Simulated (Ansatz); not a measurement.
Species: SiH$_{2}$Br$_{2}$, charge 0, singlet. SiH2Br2 (dibromosilane, SMILES Br[SiH2]Br).
B3LYP-D3(BJ)/def2-TZVP minimum from Ansatz (an electronic-structure program):
```xyz
5

Si    -0.0004    -1.0069     0.0305
Br     1.8293     0.2532     0.0084
Br    -1.8291     0.2537    -0.0238
H     -0.0115    -1.7851     1.2783
H      0.0101    -1.8592    -1.1680
```
Charge 0, spin multiplicity 1.

Total energies in def2-SVP, 20 correlated electrons, 33 frozen orbitals. Open shells are spin-unrestricted; no spin-orbit coupling. Cores are frozen in correlated methods (noble-gas shells, and filled d and f shells in the p block). No relativity. Spin-orbit terms, left out, reach several kcal/mol for Br and I, and more for heavier atoms.

```csv
method,program,energy (Eh),minus CCSDT(Q) (mEh)
HF,Ansatz,-5434.29981,381.82
MP2,Ansatz,-5434.63495,46.68
CCSD,Ansatz,-5434.67109,10.54
CCSD(T),Ansatz,-5434.68018,1.45
CCSDT(Q),Ansatz,-5434.68164,0.00
```

Rough core times of Ansatz's runs on a shared machine: CCSD(T) under 20 s, CCSDT(Q) 3 min.
